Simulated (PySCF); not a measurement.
**Reading a saddle point**

A first-order saddle point of GeNH7, closed shell, PBE0-D4/def2-TZVP, with one imaginary mode of 1321i cm⁻¹:

| atom | x (Å) | y (Å) | z (Å) |
| --- | --- | --- | --- |
| Ge1 | -0.7805 | -0.4395 | -0.1799 |
| H2 | 0.8336 | -1.2816 | 0.7673 |
| H3 | -0.5707 | -1.5388 | -1.2242 |
| H4 | -1.5376 | -0.7744 | 1.1073 |
| H5 | -1.6725 | 0.6363 | -0.9022 |
| H6 | 1.1801 | -0.1655 | 0.5456 |
| N7 | 0.7601 | 0.8163 | 0.0475 |
| H8 | 0.5885 | 1.6155 | 0.6514 |
| H9 | 1.1991 | 1.1315 | -0.8129 |

PySCF 2.14 with density fitting (its default auxiliary sets; JK sets also for MP2 and CCSD(T)); basis: def2-TZVPP and def2-QZVPP; cores frozen in the correlated methods. Filled d shells of the heavier atoms are correlated. The def2 sets are not built for correlating such inner shells, so the correlated values are less sure here. Extrapolation: Hartree–Fock as exp(−7.88 √X), correlation as X^−2.97.

(1) Which contacts change along the imaginary mode, and what lies on either side? (Judge from chemistry; the calculation decides.)

(2) Which side is lower, and how far does the saddle lie above each? (Judge from chemistry; the value comes from the calculation.)

The T1 diagnostic stays at or below 0.013.

Results:

(1) By the calculation: The step is GeH₄ + NH₃ → GeNH₅ ([NH2][GeH3]) + H₂, with the molecules in contact on both sides. Shortening one way: Ge1–N7, H2–H6; lengthening the same way: Ge1–H2, H6–N7.
| pair | one side (Å) | saddle (Å) | other side (Å) |
| --- | --- | --- | --- |
| Ge1–N7 | 3.24 | 2.00 | 1.84 |
| H2–H6 | 3.28 | 1.19 | 0.75 |
| Ge1–H2 | 1.53 | 2.05 | 4.06 |
| H6–N7 | 1.01 | 1.18 | 2.66 |

(2) By the calculation: The side with Ge1–H2, H6–N7 short is lower by 0.307 eV; the saddle lies 2.422 eV above it and 2.116 eV above the other (CCSD(T) at an estimated basis limit (MP2 extrapolated from triple and quadruple zeta, plus CCSD(T) − MP2 in triple zeta); electronic energies).

Labels in which every atom is bracketed show which atoms are joined, not bond orders.

For scale, one of the runs: CCSD(T)/def2-TZVPP, 177 basis functions, launched by `OMP_NUM_THREADS=4 python run.py`. The run took 4.1 min on 4 CPU threads of an Arm Neoverse V2 (shared host), with 1.9 GiB of host memory at its peak.
